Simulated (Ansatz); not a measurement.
BF3H2O (`[OH2+][B-](F)(F)F`), relaxed with RKS PBE0-D4/def2-TZVP in Ansatz 0.2.0 from a PBE-D4/def2-SVP geometry. The force threshold is 0.005 eV/Å; the program also tests the step.

Total charge 0; spin multiplicity 1.

Start:

```xyz
7

O     1.036   -0.286   -0.152
B    -0.588    0.352    0.303
F    -0.303    1.254    1.262
F    -0.982    0.840   -0.909
F    -1.177   -0.814    0.700
H     1.096   -0.089   -1.110
H     0.918   -1.257   -0.093
```

**Question.** How much energy does the relaxation release, and in how many steps? (Best estimate.)

**Answer.** Ansatz gave: 3.26 kJ/mol, in 6 steps.

**Question.** Which bonds change most? (An estimate is asked.)

**Answer.** Computed: O1–B2 from 1.804 to 1.774 Å; O1–H7 from 0.980 to 0.965 Å; O1–H6 from 0.980 to 0.965 Å; B2–F4 from 1.365 to 1.352 Å.

**Question.** Give the relaxed structure. (Estimate.)

**Answer.** Ansatz gave: 
```xyz
7

O     0.990   -0.291   -0.174
B    -0.597    0.348    0.295
F    -0.287    1.231    1.250
F    -1.008    0.855   -0.889
F    -1.199   -0.794    0.697
H     1.131   -0.098   -1.108
H     0.969   -1.251   -0.072
```
